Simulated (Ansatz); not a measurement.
`BC([SiH3])C#C`, charge 0, multiplicity 1.

Task: Give a relaxed structure at PBE0-D4/def2-TZVP (Ansatz). (An estimate is asked.)

Result: Computed: 
Cartesian coordinates in Å:
```
B 0.749 -0.986 1.158
C 0.330 -0.504 -0.242
Si 0.561 1.404 -0.093
C -1.031 -0.709 -0.670
C -2.175 -0.842 -1.017
H -0.069 -1.188 2.003
H 1.915 -1.076 1.414
H 1.056 -0.761 -1.024
H -0.294 1.932 0.997
H 0.156 1.991 -1.391
H 1.986 1.719 0.185
H -3.185 -0.979 -1.320
```
This is one stationary point; other conformers may exist.
